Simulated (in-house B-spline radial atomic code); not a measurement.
A fraction x of an electron is removed from 3d in Co⁵⁺, starting from [Ar] 3d4 and keeping the highest spin. Method: scalar-relativistic (X2C) LDA exchange-only, spin-polarised, spherical fractional occupations, Fermi nucleus of rms radius 3.7875 fm. Calculated with a radial B-spline atomic code at the basis-set limit.

| x | E(x) - E(0) (eV) | 3d up level (eV) |
| --- | --- | --- |
| 0 | 0.0000 | -89.868 |
| 0.1 | 9.1066 | -92.268 |
| 0.16 | 14.6861 | -93.717 |
| 0.25 | 23.2189 | -95.904 |
| 0.44 | 41.8829 | -100.571 |
| 0.5 | 47.9617 | -102.059 |
| 0.55 | 53.0957 | -103.304 |
| 0.69 | 67.8036 | -106.815 |
| 0.77 | 76.4296 | -108.837 |
| 0.96 | 97.5683 | -113.687 |
| 1 | 102.1364 | -114.716 |

The exact functional would give a straight line between the two integer points. Deviations E(x) - E(0) - x[E(1) - E(0)], in eV: -1.107 at x = 0.1, -1.656 at x = 0.16, -2.315 at x = 0.25, -3.057 at x = 0.44, -3.106 at x = 0.5, -3.079 at x = 0.55, -2.671 at x = 0.69, -2.215 at x = 0.77, -0.483 at x = 0.96.

The curve lies below the straight line by up to 3.106 eV (at x = 0.5): convex, the delocalisation error that favours fractional charges.

**Question.** How well does Slater's transition state (minus the level at half occupation) give the ionisation energy?

**Answer.** It gives 102.059 eV against 102.136 eV from the two total energies; NIST lists 102.00 eV, ground level to ground level.
